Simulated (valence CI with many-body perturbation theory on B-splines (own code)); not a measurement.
**E1 transitions of Pm12+**

Calculated by configuration interaction combined with many-body perturbation theory (CI+MBPT): three valence electrons over a frozen Dirac-Fock core [Kr] 4d10, a basis of 7 s, 7 p, 7 d, 7 f, 4 g, 2 h functions for each j, with the one-electron correlation potential Σ1, the two-electron term Σ2, the three-electron term Σ3, Breit, model QED; selected CI, second order for the rest, scaled by the run's own slope (own B-spline code, finite nucleus).

No measured spectrum was set against this ion. As an estimate, terms of the open shell hold to a few per cent of their energy, and close levels can change places; configurations with another count of f electrons can be misplaced by thousands of cm⁻¹.

Lines 1 to 50 of 579 in falling wavelength, among levels below 59.949 eV, chosen from the strongest by gf and those to the six lowest levels. Wavelengths and rates use the calculated energies, so an error of 2000 cm⁻¹ moves a line at 74.75 nm by 1.5 % and its rate by three times that or more. Electric multipoles are in the length gauge, E1 and E2 with the static RPA response of the core. Weak lines are less certain than strong ones. Lines between different terms over intervals too small for the method are left out, as are lines whose strength nearly cancels. Where a level lies close to another of its J and parity, the split of strength between their lines is uncertain. The highest levels of a list are the least certain.

Names give the largest LS component (configuration and term), which can be under half, so a name can repeat, a term be missing and a line seem to break the LS rules; names also repeat where a configuration has a term twice. Letters in brackets count levels of one name in rising energy.

| λ vac (nm) | Upper | Lower | A (s⁻¹) | S (a.u.) |
| --- | --- | --- | --- | --- |
| 74.75 | 4f3 4G°_11/2 | 4f2 5s 4H_13/2 | 6.65e+05 | 1.64e-03 |
| 73.80 | 4f3 4G°_9/2 [b] | 4f2 5s 4H_11/2 | 3.65e+05 | 7.24e-04 |
| 68.30 | 4f3 2I°_13/2 | 4f2 5s 4H_13/2 | 6.77e+05 | 1.49e-03 |
| 67.74 | 4f3 2I°_11/2 | 4f2 5s 4H_11/2 | 4.26e+05 | 7.84e-04 |
| 64.89 | 4f 5p2 2F°_7/2 [a] | 4f 5s 5p 2D_5/2 [b] | 2.71e+08 | 2.93e-01 |
| 64.56 | 4f 5s 5p 4G_5/2 | 4f 5s2 2F°_7/2 | 4.53e+06 | 3.61e-03 |
| 64.55 | 4f 5p2 2F°_5/2 [a] | 4f 5s 5p 2D_3/2 [b] | 3.05e+08 | 2.43e-01 |
| 64.17 | 4f 5p2 4G°_9/2 | 4f 5s 5p 2G_7/2 [b] | 1.56e+08 | 2.03e-01 |
| 63.77 | 4f 5p2 4F°_9/2 [a] | 4f 5s 5p 2G_9/2 [b] | 4.15e+08 | 5.31e-01 |
| 62.84 | 4f 5p2 2G°_7/2 [a] | 4f 5s 5p 2F_5/2 [b] | 6.02e+08 | 5.89e-01 |
| 62.49 | 4f 5s 5p 4G_5/2 | 4f 5s2 2F°_5/2 | 4.21e+07 | 3.04e-02 |
| 62.47 | 4f 5p2 4D°_7/2 [b] | 4f 5s 5p 2F_7/2 [c] | 1.92e+08 | 1.85e-01 |
| 62.34 | 4f 5s 5p 4F_7/2 [a] | 4f 5s2 2F°_7/2 | 2.83e+06 | 2.71e-03 |
| 62.32 | 4f 5p2 2D°_3/2 [a] | 4f 5s 5p 2D_3/2 [b] | 8.19e+08 | 3.91e-01 |
| 62.00 | 4f 5p2 4G°_9/2 | 4f 5s 5p 2F_7/2 [c] | 6.78e+08 | 7.97e-01 |
| 61.86 | 4f 5p2 4G°_11/2 [a] | 4f 5s 5p 2G_9/2 [b] | 9.68e+08 | 1.36e+00 |
| 61.82 | 4f 5p2 4D°_1/2 | 4f 5s 5p 2D_3/2 [b] | 6.88e+08 | 1.60e-01 |
| 61.22 | 4f 5p2 2D°_3/2 [b] | 4f 5s 5p 2D_5/2 [b] | 7.35e+08 | 3.33e-01 |
| 61.06 | 4f 5p2 2G°_9/2 [a] | 4f 5s 5p 2G_9/2 [b] | 2.88e+08 | 3.24e-01 |
| 60.78 | 4f 5p2 4D°_5/2 | 4f 5s 5p 2F_7/2 [c] | 2.50e+08 | 1.66e-01 |
| 60.55 | 4f 5s 5p 2F_7/2 [a] | 4f 5s2 2F°_7/2 | 1.27e+08 | 1.11e-01 |
| 60.40 | 4f 5s 5p 4F_7/2 [a] | 4f 5s2 2F°_5/2 | 1.09e+08 | 9.50e-02 |
| 60.38 | 4f 5p2 4F°_9/2 [a] | 4f 5s 5p 2F_7/2 [c] | 1.32e+08 | 1.44e-01 |
| 60.20 | 4f 5s 5p 4F_5/2 | 4f 5s2 2F°_7/2 | 1.34e+08 | 8.64e-02 |
| 60.04 | 4f 5p2 2F°_5/2 [b] | 4f 5s 5p 2D_5/2 [b] | 8.91e+08 | 5.71e-01 |
| 59.89 | 4f2 5p 2P°_1/2 [a] | 4f2 5s 2S_1/2 | 1.32e+09 | 2.80e-01 |
| 59.83 | 4f 5p2 2G°_9/2 [a] | 4f 5s 5p 2G_7/2 [b] | 1.08e+09 | 1.15e+00 |
| 59.75 | 4f 5p2 2G°_7/2 [b] | 4f 5s 5p 2G_7/2 [b] | 6.88e+08 | 5.79e-01 |
| 59.67 | 4f 5p2 2F°_7/2 [a] | 4f 5s 5p 2F_7/2 [c] | 9.70e+08 | 8.13e-01 |
| 59.48 | 4f 5p2 2F°_5/2 [a] | 4f 5s 5p 2F_5/2 [b] | 1.19e+09 | 7.39e-01 |
| 59.42 | 4f2 5p 2S°_1/2 | 4f2 5s 2P_3/2 | 8.59e+08 | 1.78e-01 |
| 59.42 | 4f 5s 5p 4F_3/2 | 4f 5s2 2F°_5/2 | 3.74e+08 | 1.55e-01 |
| 59.27 | 4f2 5p 4I°_9/2 | 4f2 5s 2H_9/2 | 4.48e+08 | 4.60e-01 |
| 59.05 | 4f 5s 5p 4F_9/2 | 4f 5s2 2F°_7/2 | 4.42e+08 | 4.50e-01 |
| 58.74 | 4f2 5p 2S°_1/2 | 4f2 5s 2P_1/2 | 1.48e+09 | 2.95e-01 |
| 58.72 | 4f 5s 5p 2F_7/2 [a] | 4f 5s2 2F°_5/2 | 4.08e+08 | 3.26e-01 |
| 58.68 | 4f2 5p 4I°_9/2 | 4f2 5s 4F_9/2 | 2.77e+08 | 2.76e-01 |
| 58.57 | 4f2 5p 4I°_11/2 | 4f2 5s 2H_11/2 | 1.71e+08 | 2.04e-01 |
| 58.50 | 4f2 5p 4G°_5/2 [a] | 4f2 5s 2F_5/2 | 2.92e+08 | 1.73e-01 |
| 58.39 | 4f2 5p 4H°_9/2 [a] | 4f2 5s 2H_11/2 | 2.81e+08 | 2.77e-01 |
| 58.39 | 4f 5s 5p 4F_5/2 | 4f 5s2 2F°_5/2 | 4.33e+08 | 2.55e-01 |
| 58.37 | 4f2 5p 2D°_5/2 [a] | 4f2 5s 2F_7/2 | 4.64e+08 | 2.73e-01 |
| 58.17 | 5s 5p2 4P_5/2 | 5s2 5p 2P°_3/2 | 5.49e+08 | 3.20e-01 |
| 58.09 | 4f2 5p 2G°_9/2 [a] | 4f2 5s 2F_7/2 | 4.22e+08 | 4.08e-01 |
| 58.02 | 4f2 5p 4H°_9/2 [a] | 4f2 5s 2G_7/2 | 2.28e+08 | 2.20e-01 |
| 57.94 | 4f 5p2 2G°_9/2 [a] | 4f 5s 5p 2F_7/2 [c] | 1.92e+08 | 1.84e-01 |
| 57.93 | 4f2 5p 2D°_5/2 [b] | 4f2 5s 2P_3/2 | 1.46e+09 | 8.42e-01 |
| 57.91 | 4f2 5p 4D°_3/2 [a] | 4f2 5s 2P_1/2 | 5.34e+08 | 2.05e-01 |
| 57.64 | 4f2 5p 2D°_3/2 [a] | 4f2 5s 2F_5/2 | 1.48e+09 | 5.60e-01 |
| 57.54 | 4f2 5p 4G°_7/2 [a] | 4f2 5s 2F_5/2 | 6.83e+08 | 5.14e-01 |
